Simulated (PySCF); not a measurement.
propan-2-ylcyclopropane (C6H12), SMILES CC(C)C1CC1.

Geometry optimised at B3LYP-D3(BJ)/def2-SVP. Other conformers were not sampled.

Calculation: PySCF with SMD-B3LYP/def2-SVP.

Solvation free energies are E(SMD) − E(gas) at the gas-phase geometry, for 1 M in both phases. In vacuum the dipole moment is 0.17 D.

```json
[
 {"solvent": "water", "ΔG(solv) (kcal/mol)": "1.5", "its non-electrostatic (CDS) part": "3.1", "dipole (D)": "0.23"},
 {"solvent": "chloroform", "ΔG(solv) (kcal/mol)": "-4.3", "its non-electrostatic (CDS) part": "-3.2", "dipole (D)": "0.21"},
 {"solvent": "acetone", "ΔG(solv) (kcal/mol)": "[?]", "its non-electrostatic (CDS) part": "[?]", "dipole (D)": "[?]"}
]
```

**Question.** Complete the blanks. (The exact figures need the calculation; the answer reports its results.)

**Answer.** 
- acetone, ΔG(solv) (kcal/mol): -3.7
- acetone, its non-electrostatic (CDS) part: -2.2
- acetone, dipole (D): 0.23
